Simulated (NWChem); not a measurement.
System: diboron tetrachloride (B2Cl4); SMILES ClB(Cl)B(Cl)Cl

```xyz
6

Cl    -1.0992     1.7323     1.0476
B      0.0000     0.8464     0.0000
Cl     1.0992     1.7323    -1.0476
B      0.0000    -0.8464     0.0000
Cl    -1.0992    -1.7323    -1.0476
Cl     1.0992    -1.7323     1.0476
```
Atoms are numbered in this order, from 1.

Computed with NWChem. Coordinates come from a B3LYP/6-31G* (spherical d) optimisation.

### Question
What does the run give for MPW1K/def2-SVP? Quantities: highest occupied level (eV); orbital gap (eV).

### Answer
- highest occupied level (eV): -9.48
- orbital gap (eV): 8.17
